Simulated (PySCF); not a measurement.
Species: AlMe2(OtBu), C₆H₁₅AlO.
SMILES: `[CH3][Al]([CH3])[O]C(C)(C)C`

The closed-shell ground state was solved at several levels (PySCF, density fitting, gas phase, non-relativistic). Isolated species at its PBE0-D3(BJ)/def2-SVP geometry (one conformer only).

```json
{"level": "PBE/pcSseg-1 (pcSseg-2 on Al)", "basis functions": "237", "HOMO (eV)": "-5.96", "LUMO (eV)": "-0.77", "gap (eV)": "5.19", "dipole (D)": "0.71"}
{"level": "B3LYP/pcSseg-1 (pcSseg-2 on Al)", "basis functions": "237", "HOMO (eV)": "-7.11", "LUMO (eV)": "-0.23", "gap (eV)": "6.88", "dipole (D)": "0.75"}
{"level": "CAM-B3LYP/def2-SVPD", "basis functions": "287", "HOMO (eV)": "-8.74", "LUMO (eV)": "0.40", "gap (eV)": "9.14", "dipole (D)": "0.77"}
```

Question: What might PBE0/pcSseg-1 (pcSseg-2 on Al) (237 basis functions) give for the same quantities?

Answer: HOMO -7.34 eV, LUMO -0.02 eV, gap 7.32 eV, dipole 0.75 D.

Question: Over all these levels, which gives the widest orbital gap and which the narrowest?

Answer: CAM-B3LYP/def2-SVPD (range-separated hybrid) has the widest, 9.14 eV, and PBE/pcSseg-1 (pcSseg-2 on Al) (GGA) the narrowest, 5.19 eV. Functional and basis both differ between the two, so the spread mixes both effects.

Question: In the pcSseg-1 (pcSseg-2 on Al) basis, how does the gap go with the fixed share of exact exchange?

Answer: PBE (0 %) 5.19 eV; B3LYP (20 %) 6.88 eV; PBE0 (25 %) 7.32 eV. Each rise in the share widens the gap here.

Question: How far do the dipole and the HOMO energy spread over the levels?

Answer: The dipole runs from 0.71 to 0.77 D (mean 0.75 D) and the HOMO from -8.74 to -5.96 eV.
